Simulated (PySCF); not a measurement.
# Electronic structure of Tm²⁺ (thulium, charge +2) at the r2SCAN level

Configuration: [Xe] 4f12 6s1, one real determinant (an excited configuration). Computed with PySCF 2.14 in x2c-TZVPPall, with scalar relativity by spin-free X2C-1e.

| Item | Value |
| --- | --- |
| Total energy | -13566.52 hartree |
| One-electron energy | -18555.09 hartree |
| Hartree (Coulomb) energy | 5277.65 hartree |
| Exchange-correlation energy | -289.08 hartree |
| ⟨S²⟩ | 3.7509 |
| ⟨L²⟩ | 24.012 |
| Sum of ⟨r⟩ | 37.41 bohr |
| Sum of ⟨r²⟩ | 44.54 bohr² |
| Traceless quadrupole moment −½Σ⟨3z² − r²⟩ along its main axis | 0.0472 e·bohr² |
| Langevin diamagnetic susceptibility | -35.3 ×10⁻⁶ cm³/mol |
| Time after the integrals | about 27 core-seconds |

```
shell  electrons  mean orbital energy (hartree)  spread (hartree)  rms radius, mean of both spins (bohr)
 1s α          1                    -2176.09586                 0                                 0.0227
 1s β          1                    -2176.09494                 0                                 0.0227
 2s α          1                     -368.74424                 0                                 0.0918
 2s β          1                     -368.74340                 0                                 0.0918
 2p α          3                     -326.38082           0.01102                                 0.0829
 2p β          3                     -326.37981           0.01069                                 0.0829
 3s α          1                      -83.96046                 0                                  0.236
 3s β          1                      -83.91822                 0                                  0.236
 3p α          3                      -71.00890           0.06183                                  0.236
 3p β          3                      -70.96653           0.04226                                  0.236
 3d α          5                      -54.60496           0.05932                                  0.217
 3d β          5                      -54.57169           0.04004                                  0.217
 4s α          1                      -17.48584                 0                                  0.529
 4s β          1                      -17.37943                 0                                  0.529
 4p α          3                      -13.18642           0.09584                                  0.563
 4p β          3                      -13.08254           0.04747                                  0.563
 4d α          5                       -7.35378           0.10731                                  0.615
 4d β          5                       -7.25388           0.05681                                  0.615
 5s α          1                       -2.82219                 0                                   1.29
 5s β          1                       -2.78023                 0                                   1.29
 5p α          3                       -1.79234           0.03511                                   1.51
 5p β          3                       -1.76150           0.01859                                   1.51
 4f α          7                       -1.02092           0.10996                                  0.854
 4f β          5                       -0.95876           0.09879                                  0.854
 6s α          1                       -0.65177                 0                                   3.41
```

⟨L²⟩ = 24.01 against 30 for a pure H term, so this real determinant mixes terms. Spin-orbit coupling, absent here, splits the open shell strongly.

Densities and radii are taken from the X2C orbitals without a picture-change correction, which distorts them close to the nucleus.
